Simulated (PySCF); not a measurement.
# MoSF4, singlet: computed properties

Method: B3LYP in PySCF with Mo def2-SVP with ECP28, S def2-SVP, F def2-SVP; scalar-relativistic core potentials, no spin–orbit coupling; density-fitted integrals.

The structure is a minimum.

Z-matrix (Å, degrees; charge 0 multiplicity 1):
```
Mo
S  1 2.0827
F  1 1.8463 2 105.15
F  1 1.8463 2 105.15 3 -90.00
F  1 1.8463 2 105.15 3 180.00
F  1 1.8463 2 105.15 3 90.00
```

```
Point group                                                                   : C4v
Bond lengths                                                                  : Mo–F 1.846 Å (×4), Mo–S 2.083 Å
Bond angles                                                                   : F–Mo–F 86.1° (×4), F–Mo–F 149.7° (×2), F–Mo–S 105.1° (×4)
Lowest empty level                                                            : -4.86 eV
Rotational symmetry number                                                    : 4
Principal polarisabilities                                                    : 43.3, 43.3, 66.4 bohr³
Entropy at 298.15 K and 1 bar                                                 : 344.5 J/(mol K)
Zero-point energy                                                             : 30.2 kJ/mol
Principal quadrupole moments (Buckingham, traceless) about the centre of mass : -4.14, -4.14, 8.28 D Å
Highest occupied level                                                        : -9.45 eV
Enthalpy at 298.15 K above 0 K                                                : 20.94 kJ/mol
Rotational constants                                                          : 0.06984, 0.06182, 0.06182 cm⁻¹
Atomisation energy without zero-point energy                                  : 2380 kJ/mol
Heat capacity Cp at 298.15 K                                                  : 103.6 J/(mol K)
Dipole moment                                                                 : 1.54 D
```

Harmonic modes (masses in u: Mo 97.905, S 31.972, F 18.998):
| symmetry | ω (cm⁻¹) | IR (km/mol, summed over degenerate members) | type |
| --- | --- | --- | --- |
| b1 | 130 | 0.0 | bend |
| e | 214 | 0.6 | bend |
| e | 248 | 34.7 | bend |
| a1 | 268 | 4.7 | bend |
| b2 | 335 | 0.0 | bend |
| a1 | 606 | 27.5 | stretch |
| b1 | 616 | 0.0 | stretch |
| a1 | 712 | 107 | stretch |
| e | 724 | 414 | stretch |

In C4v the vibrations span 2b1 + 3e + 3a1 + b2. The b1, b2 modes carry no infrared intensity, as symmetry demands.

Charges (e):
```
    atom  Mulliken  Löwdin  polar tensor  Mayer order to Mo1
     Mo1      1.11    0.04          2.62                   –
      S2      0.07    0.42         -0.26                2.40
F3,4,5,6     -0.30   -0.11         -0.59                1.04
```

Mulliken populations on Mo1 (electrons outside its core potential): s 2.30, p 6.66, d 3.83, f 0.11.

Formally Mo is in oxidation state +6, d0. The polar-tensor charge on Mo, 2.62, is far below the formal one.

Stability towards spin polarisation was not tested. This need not be the most stable arrangement of these atoms.

The final relaxation and frequency run took 110 s on 2 threads of a shared Arm Neoverse N1 host, with 105 basis functions and 12 gradients; the process peaked at 1.5 GiB.
